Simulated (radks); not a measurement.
The cobalt anion Co- inside a hard spherical wall (all orbitals vanish at R), configuration held at [Ar] 3d8 4s2 and not refilled when levels cross. All-electron calculation, non-relativistic Kohn-Sham, LDA (Slater exchange, Perdew-Wang correlation), spin-polarised, spherical densities, point nucleus; open shells are filled with parallel spins first. Program: a radial shooting solver on a logarithmic mesh with Libxc functionals. Eigenvalues in eV for spin up, with the zero of energy where the potential of the charges vanishes at infinity; a dash marks a level that is unbound or too diffuse for the functional's potential to be trusted. A positive occupied level is held by the wall or, in an anion where self-interaction has pushed it up, behind a barrier. The pressure on the wall is -dE/dV.

R (bohr)  E (hartree)  kinetic (hartree)    e(3s)    e(3p)   e(3d)   e(4s)  e(5s, empty)  e(4p, empty)  pressure (GPa)
20        -1380.23071           1378.599  -89.689  -55.382   0.334   0.595             -             -        0.000356
15        -1380.23015           1378.601  -89.524  -55.218   0.490   0.698         3.019         2.794         0.00252
10        -1380.22437           1378.625  -89.007  -54.701   1.000   1.108         5.741         3.920          0.0841
8         -1380.20922           1378.685  -88.278  -53.970   1.714   1.733         9.039         5.068           0.518
5         -1380.01844           1379.330  -84.040  -49.748   5.745   5.971        27.788        11.271            18.0
4         -1379.66433           1380.430  -79.434  -45.198  10.079  11.561        49.556        18.573            88.8
2         -1370.66927           1406.991  -37.199   -3.089  55.332  105.30        315.26        123.25           11100
